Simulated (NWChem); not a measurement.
System: BeICl; SMILES [Cl][Be][I]

Here is an NWChem input.

```
start job
memory heap 200 mb stack 900 mb global 1100 mb
geometry units angstroms noautoz
  Be     0.741644     0.367319    -0.783893
  Cl     1.921543     0.952123    -2.031507
  I     -0.665710    -0.329527     0.703419
end
basis spherical
  * library def2-svp
end
ecp
  I library def2-ecp
end
dft
  xc b3lyp
  iterations 150
  mulliken
end
task dft energy
```

The geometry was optimised at PBE0/def2-SVP. def2 effective core potentials on I; no spin-orbit coupling.

Task: What results follow from this input? (B3LYP/def2-SVP with def2 effective core potentials on I.) Quantities: energy (Ha); highest occupied level (eV); orbital gap (eV); dipole (D).

Result: 
```
Property                       Value
---------------------------  -------
energy (Ha)                  -772.73
highest occupied level (eV)    -7.85
orbital gap (eV)                7.15
dipole (D)                      0.35
```
